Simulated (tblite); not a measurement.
Input of a run (GFN2-xTB geometry optimisation, gas phase (tblite 0.8.0)), started from a force field or distance geometry:
```
{"job": {"kind": "relax", "xc": "GFN2-xTB", "basis": "xTB"}, "charge": 0, "multiplicity": 1}
C     -3.292400    -2.422300    -1.056900
C     -2.455800    -1.414000    -0.811000
O     -1.109400    -1.674100    -1.095300
Si     0.133500    -0.872900    -0.243600
C     -0.367000     0.841500     0.072200
C     -0.699200     1.988500     0.273600
C     -1.101700     3.397500     0.519200
S      2.041100    -0.960400    -1.229600
C      3.216800    -0.185700    -0.132400
C      4.324600    -0.813000     0.191500
H     -4.351700    -2.261300    -0.838400
H     -2.976500    -3.369700    -1.466400
H     -2.833300    -0.508400    -0.386500
H      0.331100    -1.609400     1.043000
H     -0.378700     3.912300     1.211300
H     -1.076500     3.924100    -0.420300
H     -2.091700     3.407000     1.000400
H      3.026500     0.808000     0.284300
H      4.580400    -1.806400    -0.185800
H      5.074700    -0.370700     0.857900
```

Output (eV, eV/Å):
```
step      E/eV     max force
  0    -790.47213    2.564
  1    -790.68618    1.199
  2    -790.74808    1.760
  3    -790.78320    1.662
  4    -790.82061    0.763
  5    -790.84124    0.333
  6    -790.86066    0.385
  7    -790.87198    0.547
  8    -790.88435    0.376
  9    -790.89900    0.298
 10    -790.91310    0.320
 11    -790.92878    0.297
 12    -790.94418    0.309
 13    -790.95878    0.334
 14    -790.97172    0.306
 15    -790.98120    0.187
 16    -790.98646    0.149
 17    -790.99014    0.154
 18    -790.99405    0.218
 19    -790.99813    0.207
 20    -791.00151    0.142
 21    -791.00395    0.122
 22    -791.00602    0.146
 23    -791.00801    0.141
 24    -791.00957    0.099
 25    -791.01061    0.073
 26    -791.01153    0.077
 27    -791.01256    0.079
 28    -791.01350    0.086
 29    -791.01418    0.059
 30    -791.01473    0.065
 31    -791.01542    0.077
 32    -791.01642    0.089
 33    -791.01750    0.089
 34    -791.01829    0.060
 35    -791.01885    0.053
 36    -791.01945    0.085
 37    -791.02024    0.098
 38    -791.02108    0.079
 39    -791.02179    0.062
 40    -791.02244    0.065
 41    -791.02327    0.100
 42    -791.02438    0.109
 43    -791.02559    0.083
 44    -791.02654    0.074
 45    -791.02725    0.074
 46    -791.02800    0.086
 47    -791.02911    0.095
 48    -791.03066    0.099
 49    -791.03239    0.099
 50    -791.03404    0.094
 51    -791.03583    0.106
 52    -791.03789    0.133
 53    -791.04005    0.153
 54    -791.04227    0.127
 55    -791.04429    0.195
 56    -791.04695    0.157
 57    -791.04997    0.122
 58    -791.05286    0.116
 59    -791.05408    0.085
 60    -791.05512    0.079
 61    -791.05600    0.071
 62    -791.05645    0.045
 63    -791.05676    0.036
 64    -791.05710    0.049
 65    -791.05757    0.073
 66    -791.05813    0.081
 67    -791.05875    0.056
 68    -791.05938    0.056
 69    -791.06002    0.054
 70    -791.06060    0.075
 71    -791.06107    0.052
 72    -791.06144    0.060
 73    -791.06181    0.045
 74    -791.06216    0.049
 75    -791.06258    0.061
 76    -791.06298    0.046
 77    -791.06364    0.055
 78    -791.06424    0.051
 79    -791.06468    0.040
 80    -791.06496    0.044
 81    -791.06532    0.046
 82    -791.06586    0.057
 83    -791.06646    0.080
 84    -791.06716    0.080
 85    -791.06772    0.045
 86    -791.06806    0.039
 87    -791.06839    0.052
 88    -791.06892    0.075
 89    -791.06929    0.063
 90    -791.06956    0.034
 91    -791.06978    0.033
 92    -791.07004    0.032
 93    -791.07030    0.047
 94    -791.07052    0.031
 95    -791.07069    0.037
 96    -791.07083    0.033
 97    -791.07101    0.037
 98    -791.07122    0.039
 99    -791.07143    0.036
100    -791.07165    0.035
101    -791.07191    0.036
102    -791.07223    0.061
103    -791.07261    0.066
104    -791.07299    0.060
105    -791.07326    0.041
106    -791.07343    0.057
107    -791.07356    0.048
108    -791.07370    0.039
109    -791.07401    0.050
110    -791.07422    0.049
111    -791.07451    0.044
112    -791.07474    0.046
113    -791.07497    0.047
114    -791.07520    0.043
115    -791.07542    0.041
116    -791.07559    0.033
117    -791.07573    0.042
118    -791.07588    0.043
119    -791.07616    0.030
120    -791.07637    0.024
121    -791.07655    0.023
122    -791.07664    0.019
123    -791.07669    0.027
124    -791.07675    0.013
125    -791.07680    0.013
126    -791.07687    0.015
127    -791.07691    0.014
128    -791.07697    0.016
129    -791.07702    0.017
130    -791.07707    0.014
131    -791.07712    0.014
132    -791.07716    0.013
133    -791.07720    0.015
134    -791.07723    0.014
135    -791.07726    0.013
136    -791.07728    0.012
137    -791.07731    0.011
138    -791.07735    0.014
139    -791.07739    0.016
140    -791.07745    0.017
141    -791.07750    0.016
142    -791.07756    0.015
143    -791.07764    0.022
144    -791.07774    0.023
145    -791.07784    0.017
146    -791.07791    0.017
147    -791.07795    0.017
148    -791.07799    0.017
149    -791.07801    0.013
150    -791.07802    0.007
```

**Question.** Summarise the run.

**Answer.** The energy falls by 0.606 eV over 150 L-BFGS steps, the largest force on an atom goes from 2.56 to 0.007 eV/Å, and the atoms move by 0.607 Å rms after alignment. The bond that changes most is O3–Si4 (silyl ether oxygen to oxygen-bound silicon), which shortens by 0.088 Å. Bonds longer at the end by more than 0.005 Å: 4 of 19; shorter: 12. Among the angles that change most is O3–Si4–S8, from 113.5° to 101.5°. Among the dihedrals that turn most is Si4–S8–C9–C10, from 128° to 178°. The energy never rose by more than 1e-5 eV on the way. The first step brought 35 % of the lowering.

**Question.** What are the final bond lengths?

**Answer.** C1=C2 1.320 Å, C2–O3 1.347 Å, O3–Si4 1.618 Å, Si4–C5 1.846 Å, C5≡C6 1.207 Å, C6–C7 1.443 Å, Si4–S8 2.145 Å, S8–C9 1.757 Å, C9=C10 1.322 Å, C1–H11 1.073 Å, C1–H12 1.075 Å, C2–H13 1.084 Å, Si4–H14 1.463 Å, C7–H15 1.090 Å, C7–H16 1.090 Å, C7–H17 1.090 Å, C9–H18 1.079 Å, C10–H19 1.076 Å, C10–H20 1.076 Å. Numbering counts from 1 in the input's order; the species is `C=CO[Si@H](C#CC)SC=C`.

On Arm Neoverse N1, one thread, on a shared host, this took 2.8 s of wall time.

GFN2-xTB frequencies show an imaginary mode (33i cm⁻¹), so the point is no minimum at that level. 3 starts were optimised and ended at 0.00, 1.87 and 2.19 kcal/mol (GFN2-xTB); the lowest of these is shown.

All values are computed, not measured.
